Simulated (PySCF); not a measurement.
CsF, charge +1, sextet, geometry from GFN2-xTB of the parent state (such geometries of metal compounds can be far from the true shape) (a state made from the parent by changing its charge; the spin is typed, not shown lowest) (core potentials on Cs); HF/def2-TZVP (PySCF).

Here is a job for PySCF.
```python
from pyscf import gto, scf

mol = gto.M(
    atom='''
Cs   -0.00000000   -0.00000000   -0.51352531
F     0.00000000    0.00000000    3.13821024
''',
    basis='def2-tzvp',
    ecp={'Cs': 'def2-tzvp'},
    charge=1,
    spin=5,
    verbose=4,
)

mf = scf.UHF(mol)
mf.kernel()
mf.analyze()
```

Q: Write the output that PySCF gives for this input, abridged.

A: 
```
PySCF version 2.14.0

[INPUT] verbose = 4
[INPUT] num. atoms = 2
[INPUT] num. electrons = 17
[INPUT] charge = 1
[INPUT] spin (= nelec alpha-beta = 2S) = 5
[INPUT] symmetry False subgroup None
[INPUT] Mole.unit = angstrom
[INPUT] Symbol           X                Y                Z      unit          X                Y                Z       unit  Magmom
[INPUT]  1 Cs     0.000000000000   0.000000000000  -0.513525310000 AA    0.000000000000   0.000000000000  -0.970422193932 Bohr   0.0
[INPUT]  2 F      0.000000000000   0.000000000000   3.138210240000 AA    0.000000000000   0.000000000000   5.930357874906 Bohr   0.0

nuclear repulsion = 11.7378034355527
number of shells = 22
number of NR pGTOs = 86
number of NR cGTOs = 60
basis = def2-tzvp
ecp = {'Cs': 'def2-tzvp'}

******** <class 'pyscf.scf.uhf.UHF'> ********
method = UHF
initial guess = minao
damping factor = 0
level_shift factor = 0
DIIS = <class 'pyscf.scf.diis.CDIIS'>
diis_start_cycle = 1
diis_space = 8
diis_damp = 0
SCF conv_tol = 1e-09
SCF conv_tol_grad = None
SCF max_cycles = 50
direct_scf = True
direct_scf_tol = 1e-13
number electrons alpha = 11  beta = 6
Set gradient conv threshold to 3.16228e-05
init E= -115.530812844784

cycle= 1 E= -117.184873752768  delta_E= -1.65  |g|= 1.11  |ddm|= 1.92

cycle= 2 E= -114.519220840867  delta_E= 2.67  |g|= 2.38  |ddm|= 3.67

cycle= 3 E= -117.670862478663  delta_E= -3.15  |g|= 0.479  |ddm|= 3.53

cycle= 4 E= -116.277554077962  delta_E= 1.39  |g|= 1.48  |ddm|= 1.98

cycle= 5 E= -117.842074527827  delta_E= -1.56  |g|= 0.389  |ddm|= 1.21

cycle= 6 E= -117.957844526489  delta_E= -0.116  |g|= 0.269  |ddm|= 0.336

cycle= 7 E= -118.0930890477  delta_E= -0.135  |g|= 0.244  |ddm|= 0.403

cycle= 8 E= -118.164029654187  delta_E= -0.0709  |g|= 0.197  |ddm|= 0.333

cycle= 9 E= -118.176085890847  delta_E= -0.0121  |g|= 0.171  |ddm|= 0.0986

cycle= 10 E= -118.20224167612  delta_E= -0.0262  |g|= 0.0926  |ddm|= 0.321

cycle= 11 E= -118.218240846926  delta_E= -0.016  |g|= 0.0265  |ddm|= 0.364

cycle= 12 E= -118.221496512971  delta_E= -0.00326  |g|= 0.0134  |ddm|= 0.192

cycle= 13 E= -118.221772790514  delta_E= -0.000276  |g|= 0.00572  |ddm|= 0.0533

cycle= 14 E= -118.222123201181  delta_E= -0.00035  |g|= 0.00254  |ddm|= 0.0833

cycle= 15 E= -118.222166639897  delta_E= -4.34e-05  |g|= 0.00136  |ddm|= 0.0311

cycle= 16 E= -118.222177461886  delta_E= -1.08e-05  |g|= 0.000225  |ddm|= 0.0243

cycle= 17 E= -118.222177696842  delta_E= -2.35e-07  |g|= 6.71e-05  |ddm|= 0.00313

cycle= 18 E= -118.222177713393  delta_E= -1.66e-08  |g|= 2.13e-05  |ddm|= 0.000578

cycle= 19 E= -118.222177715387  delta_E= -1.99e-09  |g|= 6.84e-06  |ddm|= 0.000239

cycle= 20 E= -118.222177715555  delta_E= -1.68e-10  |g|= 1.87e-06  |ddm|= 4.78e-05

Extra cycle  E= -118.222177715566  delta_E= -1.08e-11  |g|= 9.92e-07  |ddm|= 9.41e-06
converged SCF energy = -118.222177715566  <S^2> = 8.7603506  2S+1 = 6.0034492
**** SCF Summaries ****
Total Energy =                        -118.222177715566076
Nuclear Repulsion Energy =              11.737803435552722
One-electron Energy =                 -187.735373219122607
Two-electron Energy =                   57.775392068003818
Two-electron Coulomb Energy =           70.207176168530012
DFT Exchange-Correlation Energy =      -12.431784100526194
**** MO energy ****
                             alpha | beta                alpha | beta
MO #1   energy= -27.1106438420798  | -27.0007100417608  occ= 1 | 1
MO #2   energy= -2.32398223815353  | -1.91317571720501  occ= 1 | 1
MO #3   energy= -1.60892028925717  | -1.47847498816418  occ= 1 | 1
MO #4   energy= -1.45775037242763  | -1.22900472509745  occ= 1 | 1
MO #5   energy= -1.4573395247237   | -0.896514857094087 occ= 1 | 1
MO #6   energy= -1.33887031773329  | -0.875202019557557 occ= 1 | 1
MO #7   energy= -1.00983511877727  | -0.479358006034545 occ= 1 | 0
MO #8   energy= -0.935175071807663 | -0.415073141435062 occ= 1 | 0
MO #9   energy= -0.928368739061183 | -0.413476115142918 occ= 1 | 0
MO #10  energy= -0.330428523834282 | -0.117929242828343 occ= 1 | 0
MO #11  energy= -0.290196549665619 | -0.0879542295332384 occ= 1 | 0
MO #12  energy= -0.113435505709706 | -0.0761930990761227 occ= 0 | 0
MO #13  energy= -0.103745447518969 | -0.0676490195888872 occ= 0 | 0
MO #14  energy= -0.0861804240034621 | -0.0561146930906305 occ= 0 | 0
MO #15  energy= -0.083601337669545 | -0.0553007047487824 occ= 0 | 0
MO #16  energy= -0.0738256144780442 | -0.0518386007383681 occ= 0 | 0
MO #17  energy= -0.0622125955622683 | -0.0491105504809391 occ= 0 | 0
MO #18  energy= -0.0621515062673377 | -0.0490262105934697 occ= 0 | 0
MO #19  energy= -0.0605059673520617 | -0.0388211581070735 occ= 0 | 0

spin_pop of  0 Cs 5s        0.00250
spin_pop of  0 Cs 6s        0.56989
spin_pop of  0 Cs 7s        0.02142
spin_pop of  0 Cs 8s        0.00207
spin_pop of  0 Cs 9s        0.00515
spin_pop of  0 Cs 5px       0.01069
spin_pop of  0 Cs 5py      -0.00383
spin_pop of  0 Cs 5pz       0.40090
spin_pop of  0 Cs 6px       0.01306
spin_pop of  0 Cs 6py       0.00269
spin_pop of  0 Cs 6pz       0.44471
spin_pop of  0 Cs 7px       0.01755
spin_pop of  0 Cs 7py       0.00120
spin_pop of  0 Cs 7pz       0.33156
spin_pop of  0 Cs 5dxy      0.00074
spin_pop of  0 Cs 5dyz      0.00286
spin_pop of  0 Cs 5dz^2    -0.00000
spin_pop of  0 Cs 5dxz      0.00000
spin_pop of  0 Cs 5dx2-y2    0.00005
spin_pop of  0 Cs 6dxy      0.01776
spin_pop of  0 Cs 6dyz      0.27634
spin_pop of  0 Cs 6dz^2     0.00038
spin_pop of  0 Cs 6dxz      0.00001
spin_pop of  0 Cs 6dx2-y2    0.00107
spin_pop of  0 Cs 7dxy      0.11844
spin_pop of  0 Cs 7dyz      0.66123
spin_pop of  0 Cs 7dz^2     0.00089
spin_pop of  0 Cs 7dxz      0.00000
spin_pop of  0 Cs 7dx2-y2    0.00015
spin_pop of  1 F 1s       -0.00000
spin_pop of  1 F 2s       -0.00290
spin_pop of  1 F 3s        0.04296
spin_pop of  1 F 4s        0.02238
spin_pop of  1 F 5s        0.00034
spin_pop of  1 F 2px       0.98055
spin_pop of  1 F 2py       0.98019
spin_pop of  1 F 2pz      -0.00229
spin_pop of  1 F 3px       0.03498
spin_pop of  1 F 3py       0.01951
spin_pop of  1 F 3pz       0.02218
spin_pop of  1 F 4px       0.00115
spin_pop of  1 F 4py       0.00008
spin_pop of  1 F 4pz       0.00104
spin_pop of  1 F 3dxy      0.00000
spin_pop of  1 F 3dyz      0.00000
spin_pop of  1 F 3dz^2    -0.00023
spin_pop of  1 F 3dxz      0.00025
spin_pop of  1 F 3dx2-y2    0.00000
spin_pop of  1 F 4dxy      0.00000
spin_pop of  1 F 4dyz      0.00000
spin_pop of  1 F 4dz^2     0.00004
spin_pop of  1 F 4dxz      0.00012
spin_pop of  1 F 4dx2-y2    0.00000
spin_pop of  1 F 4f-3      0.00000
spin_pop of  1 F 4f-2     -0.00000
spin_pop of  1 F 4f-1      0.00005
spin_pop of  1 F 4f+0      0.00007
spin_pop of  1 F 4f+1      0.00005
spin_pop of  1 F 4f+2     -0.00000
spin_pop of  1 F 4f+3      0.00000
In total            11.00000 | 6.00000

WARN: System has nonzero charge 1; the dipole moment is origin-dependent.
Location of origin: [0. 0. 0.]

Dipole moment(X, Y, Z, Debye):  0.00000, -0.00000,  5.08962
```
